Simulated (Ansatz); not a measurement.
`O[BH][AlH][F]` → `[F][AlH]`• + `[BH]O`• at 400 K and 1 bar (homolysis of the Al–B bond).

Calculated with Ansatz (gas phase, PBE0-D4/def2-TZVP geometries, no zero-point term in ΔE). CCSD(T)/CBS is the MP2 limit (def2-TZVPP, def2-QZVPP) plus CCSD(T) − MP2 in def2-TZVPP, frozen cores. This one scheme is used for every species. Open shells (•) are unrestricted, without spin–orbit coupling. One conformer a species, not always the lowest.

| species | CCSD(T)/CBS energy (Eh) | H − E (kJ/mol) | S (J/(mol·K)) |
| --- | --- | --- | --- |
| `O[BH][AlH][F]` | -443.67395 | 123.3 | 352.0 |
| `[F][AlH]`• | -342.42394 | 33.9 | 258.5 |
| `[BH]O`• | -101.12826 | 77.8 | 244.0 |

H − E and S are ideal-gas, rigid-rotor, harmonic terms from PBE0-D4/def2-TZVP, for one conformer and one mirror image of each species, with the whole ground term of open shells counted as degenerate. 1 Eh = 2625.50 kJ/mol, R = 8.31446 J/(mol·K).

**Question.** By hand: ΔE, ΔH, ΔS and ΔG.

**Answer.** ΔE = (-342.42394) + (-101.12826) − (-443.67395) = 0.12175 Eh = 319.7 kJ/mol. Δ(H − E) = 33.9 + 77.8 − 123.3 = -11.6, so ΔH = 308.1 kJ/mol. ΔS = 258.5 + 244.0 − 352.0 = 150.5 J/(mol·K). ΔG = 308.1 − 400 × (150.5)/1000 = 247.9 kJ/mol.

**Question.** By hand: the equilibrium constant, and the temperature at which ΔG would vanish if ΔH and ΔS stayed fixed.

**Answer.** log₁₀ K = −ΔG/(RT ln 10) = -32.4. ΔG = 0 at ΔH/ΔS = 2047 K.

The number of gas molecules changes by +1, which sets the sign of ΔS. A doubt of 5 kJ/mol in ΔE shifts log₁₀ K by 0.7 here. Other conformers and mirror images would add mixing entropy, several J/(mol·K) or more a flexible species. Modes under 60 cm⁻¹, often nearly free rotors, make the harmonic entropy too high. These are equilibria of isolated gas molecules and say nothing of rates. Largest T1 diagnostic: 0.016 (customary marks: 0.02 for closed shells, 0.045 for open ones).
